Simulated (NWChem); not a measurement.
System: C4H4ClF; SMILES C=C(F)C(=C)Cl

Input file for NWChem:

```
start job
memory heap 200 mb stack 900 mb global 1100 mb
geometry units angstroms noautoz
  C     -1.671274     1.017451     0.000000
  C     -0.339564     0.953882     0.000000
  F      0.384264     2.077758     0.000000
  C      0.504700    -0.247547     0.000000
  C      1.841273    -0.203868     0.000000
  Cl    -0.334346    -1.764608     0.000000
  H     -2.167929     1.988389     0.000000
  H     -2.263666     0.104825     0.000000
  H      2.347355     0.762050     0.000000
  H      2.435972    -1.117753     0.000000
end
basis spherical
  * library def2-svp
end
dft
  xc xperdew91 perdew91
  iterations 150
  mulliken
end
task dft energy
```

Output (shortened):

```
             Northwest Computational Chemistry Package (NWChem) 7.3.0
             --------------------------------------------------------

 CS  symmetry detected

                             Geometry "geometry" -> ""
                             -------------------------

 Output coordinates in angstroms (scale by  1.889725989 to convert to a.u.)

  No.       Tag          Charge          X              Y              Z
 ---- ---------------- ---------- -------------- -------------- --------------
    1 C                    6.0000    -1.67362028     1.02593918     0.00000000
    2 C                    6.0000    -0.34192216     0.96212166     0.00000000
    3 F                    9.0000     0.38211556     2.08586256     0.00000000
    4 C                    6.0000     0.50211762    -0.23946487     0.00000000
    5 C                    6.0000     1.83869874    -0.19603530     0.00000000
    6 Cl                  17.0000    -0.33721148    -1.75636927     0.00000000
    7 H                    1.0000    -2.17009407     1.99696984     0.00000000
    8 H                    1.0000    -2.26618258     0.11342374     0.00000000
    9 H                    1.0000     2.34496099     0.76978824     0.00000000
   10 H                    1.0000     2.43322719    -1.11003127     0.00000000

 Effective nuclear repulsion energy (a.u.)     271.2669672636

      Symmetry information
      --------------------

 Group name             Cs
 Group number              2
 Group order               2
 No. of unique centers    10

  perdew91 is a nonlocal functional; adding pw91lda local functional.

                                 NWChem DFT Module
                                 -----------------

 Summary of "ao basis" -> "ao basis" (spherical)
 ------------------------------------------------------------------------------
       Tag                 Description            Shells   Functions and Types
 ---------------- ------------------------------  ------  ---------------------
 C                          def2-svp                 6       14   3s2p1d
 F                          def2-svp                 6       14   3s2p1d
 Cl                         def2-svp                 8       18   4s3p1d
 H                          def2-svp                 3        5   2s1p

      Symmetry analysis of basis
      --------------------------

        a'         79
        a"         29

            General Information
            -------------------
          SCF calculation type: DFT
          Wavefunction type:  closed shell.
          No. of atoms     :    10
          No. of electrons :    54
           Alpha electrons :    27
            Beta electrons :    27
          Charge           :     0
          Spin multiplicity:     1
          Use of symmetry is: on ; symmetry adaption is: on
          Maximum number of iterations: 150
          AO basis - number of functions:   108
                     number of shells:    50
          Convergence on energy requested:  1.00D-06
          Convergence on density requested:  1.00D-05
          Convergence on gradient requested:  5.00D-04

              XC Information
              --------------
                 Perdew 1991   Exchange Functional  1.000
                Perdew 1991 Correlation Functional  1.000 non-local
            Perdew 1991 LDA Correlation Functional  1.000 local

             Grid Information
             ----------------
          Grid used for XC integration:  medium
          Radial quadrature: Mura-Knowles
          Angular quadrature: Lebedev.
          Tag              B.-S. Rad. Rad. Pts. Rad. Cut. Ang. Pts.
          ---              ---------- --------- --------- ---------
          C                   0.70       49          12.0       434
          F                   0.50       49          10.0       434
          Cl                  1.00       88          11.0       590
          H                   0.35       45          13.0       434
          Grid pruning is: on
          Number of quadrature shells:   513
          Spatial weights used:  Erf1

      Superposition of Atomic Density Guess
      -------------------------------------

 Sum of atomic energies:        -711.11238872

      Non-variational initial energy
      ------------------------------

 Total energy =    -714.049588
 1-e energy   =   -1517.159689
 2-e energy   =     531.843134
 HOMO         =      -0.267539
 LUMO         =      -0.028631

      Symmetry analysis of molecular orbitals - initial
      -------------------------------------------------

  Numbering of irreducible representations:

     1 a'          2 a"

  Orbital symmetries:

     1 a'          2 a'          3 a'          4 a'          5 a'
     6 a'          7 a'          8 a'          9 a'         10 a"
    11 a'         12 a'         13 a'         14 a'         15 a'
    16 a'         17 a'         18 a"         19 a'         20 a'
    21 a'         22 a'         23 a"         24 a'         25 a'
    26 a"         27 a"         28 a"         29 a'         30 a"
    31 a'         32 a'         33 a'         34 a'         35 a'
    36 a'         37 a'

     ---------------------------------------------
      Total Density - Mulliken Population Analysis
     ---------------------------------------------

    Atom       Charge   Shell Charges
 -----------   ------   -------------------------------------------------------
    1 C    6     6.38   1.99  0.97  0.28  2.08  1.04  0.02
    2 C    6     5.42   1.99  0.93  0.17  1.63  0.63  0.08
    3 F    9     9.37   1.99  1.14  0.77  3.43  2.04  0.01
    4 C    6     5.85   1.99  0.95  0.18  1.72  0.96  0.05
    5 C    6     6.23   1.99  0.97  0.27  2.04  0.94  0.02
    6 Cl  17    17.18   2.00  1.99  1.22  0.71  5.94  2.11  3.18  0.02
    7 H    1     0.89   0.66  0.20  0.03
    8 H    1     0.89   0.66  0.20  0.03
    9 H    1     0.90   0.66  0.21  0.03
   10 H    1     0.90   0.66  0.21  0.03

   convergence    iter        energy       DeltaE   RMS-Dens  Diis-err
 ---------------- ----- ----------------- --------- --------- ---------
 d= 0,ls=0.0,diis     1   -714.2812291572 -9.86D+02  1.70D-02  9.84D-01
 d= 0,ls=0.0,diis     2   -714.0410960649  2.40D-01  1.25D-02  3.05D+00
 d= 0,ls=0.0,diis     3   -714.3706998223 -3.30D-01  3.81D-03  1.39D-01
 d= 0,ls=0.0,diis     4   -714.3831439901 -1.24D-02  1.70D-03  4.81D-02
 d= 0,ls=0.0,diis     5   -714.3891972299 -6.05D-03  4.68D-04  2.59D-03
  Resetting Diis
 d= 0,ls=0.0,diis     6   -714.3893593022 -1.62D-04  2.37D-04  7.53D-04
 d= 0,ls=0.0,diis     7   -714.3894664733 -1.07D-04  2.32D-04  7.17D-05
 d= 0,ls=0.0,diis     8   -714.3893937914  7.27D-05  1.76D-04  5.60D-04
 d= 0,ls=0.0,diis     9   -714.3894757776 -8.20D-05  2.14D-05  5.36D-06
 d= 0,ls=0.0,diis    10   -714.3894765292 -7.52D-07  4.46D-06  3.73D-07

         Total DFT energy =     -714.389476529217
      One electron energy =    -1520.630512421372
           Coulomb energy =      596.696618898855
    Exchange-Corr. energy =      -61.722550270274
 Nuclear repulsion energy =      271.266967263574

 Numeric. integr. density =       53.999999948106

                  Occupations of the irreducible representations
                  ----------------------------------------------

                     irrep           alpha         beta
                     --------     --------     --------
                     a'               22.0         22.0
                     a"                5.0          5.0

                       DFT Final Molecular Orbital Analysis
                       ------------------------------------

 Vector   25  Occ=2.000000D+00  E=-2.782029D-01  Symmetry=a'
              MO Center= -2.5D-01, -1.4D+00, -4.5D-16, r^2= 2.3D+00
   Bfn.  Coefficient  Atom+Function         Bfn.  Coefficient  Atom+Function
  ----- ------------  ---------------      ----- ------------  ---------------
    81      0.537715   6 Cl px               78      0.405530   6 Cl px
    82     -0.286661   6 Cl py               75      0.233997   6 Cl px
    79     -0.219288   6 Cl py               17      0.128498   2 C  s
    76     -0.126564   6 Cl py               32      0.109881   3 F  px
    60      0.104021   5 C  px               46     -0.102666   4 C  px

 Vector   26  Occ=2.000000D+00  E=-2.543396D-01  Symmetry=a"
              MO Center= -2.2D-01, -2.2D-01,  1.3D-16, r^2= 3.8D+00
   Bfn.  Coefficient  Atom+Function         Bfn.  Coefficient  Atom+Function
  ----- ------------  ---------------      ----- ------------  ---------------
    83      0.453876   6 Cl pz               80      0.330066   6 Cl pz
    20     -0.261521   2 C  pz               34     -0.262711   3 F  pz
     6     -0.235357   1 C  pz               37      0.192579   3 F  pz
    77      0.190208   6 Cl pz               48     -0.187704   4 C  pz
    62     -0.174017   5 C  pz                9     -0.147974   1 C  pz

 Vector   27  Occ=2.000000D+00  E=-2.228108D-01  Symmetry=a"
              MO Center=  1.7D-02,  3.1D-01, -1.5D-15, r^2= 4.0D+00
   Bfn.  Coefficient  Atom+Function         Bfn.  Coefficient  Atom+Function
  ----- ------------  ---------------      ----- ------------  ---------------
     6      0.349377   1 C  pz               62     -0.345015   5 C  pz
     9      0.268018   1 C  pz               65     -0.261252   5 C  pz
    20      0.231138   2 C  pz               48     -0.214445   4 C  pz
    83      0.210843   6 Cl pz               34      0.149230   3 F  pz
    80      0.142537   6 Cl pz               37     -0.116573   3 F  pz

 Vector   28  Occ=0.000000D+00  E=-7.936724D-02  Symmetry=a"
              MO Center=  2.6D-01,  2.7D-01,  7.8D-15, r^2= 4.0D+00
   Bfn.  Coefficient  Atom+Function         Bfn.  Coefficient  Atom+Function
  ----- ------------  ---------------      ----- ------------  ---------------
    65      0.464264   5 C  pz               62      0.386871   5 C  pz
     9      0.382305   1 C  pz               51     -0.346467   4 C  pz
     6      0.340729   1 C  pz               48     -0.309371   4 C  pz
    20     -0.256359   2 C  pz               23     -0.222844   2 C  pz
    83      0.154235   6 Cl pz               34     -0.095851   3 F  pz

 Vector   29  Occ=0.000000D+00  E= 2.474438D-03  Symmetry=a'
              MO Center=  2.9D-01, -8.5D-01,  1.5D-17, r^2= 3.2D+00
   Bfn.  Coefficient  Atom+Function         Bfn.  Coefficient  Atom+Function
  ----- ------------  ---------------      ----- ------------  ---------------
    82      0.703678   6 Cl py               74      0.554841   6 Cl s
   105      0.532217  10 H  s                45     -0.528554   4 C  s
    50      0.528565   4 C  py               47      0.412771   4 C  py
    81      0.375401   6 Cl px               44     -0.341962   4 C  s
    49      0.306691   4 C  px               79      0.266717   6 Cl py

 Vector   30  Occ=0.000000D+00  E= 3.027557D-02  Symmetry=a"
              MO Center= -9.8D-02,  4.4D-01,  4.7D-16, r^2= 3.2D+00
   Bfn.  Coefficient  Atom+Function         Bfn.  Coefficient  Atom+Function
  ----- ------------  ---------------      ----- ------------  ---------------
    23      0.633416   2 C  pz               51     -0.597037   4 C  pz
    20      0.502859   2 C  pz                9     -0.465491   1 C  pz
    48     -0.415500   4 C  pz               65      0.394093   5 C  pz
     6     -0.255159   1 C  pz               62      0.201979   5 C  pz
    83      0.193926   6 Cl pz               34      0.177523   3 F  pz

     ---------------------------------------------
      Total Density - Mulliken Population Analysis
     ---------------------------------------------

    Atom       Charge   Shell Charges
 -----------   ------   -------------------------------------------------------
    1 C    6     6.08   1.98  0.91  0.24  2.11  0.82  0.02
    2 C    6     5.78   1.99  0.94  0.11  2.04  0.63  0.08
    3 F    9     9.15   1.99  1.14  0.76  3.35  1.90  0.01
    4 C    6     6.08   1.99  0.96  0.14  2.06  0.89  0.05
    5 C    6     5.98   1.98  0.91  0.23  2.09  0.74  0.02
    6 Cl  17    17.07   2.00  1.98  1.28  0.68  5.93  2.17  2.99  0.04
    7 H    1     0.96   0.73  0.20  0.02
    8 H    1     0.96   0.73  0.21  0.02
    9 H    1     0.96   0.73  0.20  0.02
   10 H    1     0.96   0.74  0.20  0.02

     -------------------------------------------
      Total Density - Lowdin Population Analysis
     -------------------------------------------

    Atom       Charge   Shell Charges
 -----------   ------   -------------------------------------------------------
    1 C    6     6.09   1.97  0.60  0.32  1.90  1.24  0.06
    2 C    6     5.96   1.96  0.62  0.28  1.85  1.05  0.19
    3 F    9     9.03   1.98  1.02  0.73  3.22  2.08  0.01
    4 C    6     6.15   1.97  0.65  0.31  1.89  1.22  0.12
    5 C    6     6.06   1.97  0.61  0.32  1.89  1.22  0.06
    6 Cl  17    16.86   2.00  1.95  1.04  0.76  5.82  2.28  2.96  0.04
    7 H    1     0.96   0.62  0.27  0.07
    8 H    1     0.97   0.62  0.27  0.07
    9 H    1     0.96   0.62  0.27  0.07
   10 H    1     0.96   0.62  0.27  0.07

     Multipole analysis of the density
     ---------------------------------

     L   x y z        total         alpha         beta         nuclear
     -   - - -        -----         -----         ----         -------
     0   0 0 0     -0.000000    -27.000000    -27.000000     54.000000

     1   1 0 0      0.047818      0.023909      0.023909     -0.000000
     1   0 1 0     -0.015665     -0.007833     -0.007833      0.000000
     1   0 0 1     -0.000000     -0.000000     -0.000000      0.000000

     2   2 0 0    -27.178194   -127.535761   -127.535761    227.893328
     2   1 1 0     -0.964511      5.596988      5.596988    -12.158488
     2   1 0 1     -0.000000     -0.000000     -0.000000      0.000000
     2   0 2 0    -31.081733   -211.715636   -211.715636    392.349539
     2   0 1 1      0.000000      0.000000      0.000000      0.000000
     2   0 0 2    -31.863641    -15.931820    -15.931820      0.000000
```

Level: PW91/def2-SVP. The geometry was optimised at PBE0/def2-SVP.
